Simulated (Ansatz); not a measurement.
Input for Ansatz (development build ahead of 0.2.0):

```yaml
crystal:
  periodic: [false, false, false]
  atoms:
    - { symbol: B, position_ang: [0.0, 0.0, 0.0] }
    - { symbol: F, position_ang: [1.31037, 0.0, 0.0] }
    - { symbol: F, position_ang: [-0.65519, 1.13481, 0.0] }
    - { symbol: F, position_ang: [-0.65519, -1.13481, 0.0] }
basis:
  gaussian: { orbitals: def2-TZVP }
hamiltonian:
  xc: hf
correlation:
  method: mp2
  frozen_orbitals: { B: 1, F: 1 }
```

The input is written out in the form of the current development build from the run's settings.

Results

```json
{"Converged": "yes", "Reference energy": "-323.34406 hartree", "Correlation energy": "-0.83330 hartree", "Total energy": "-324.17736 hartree", "Spin squared of the determinant": "0.000"}
```
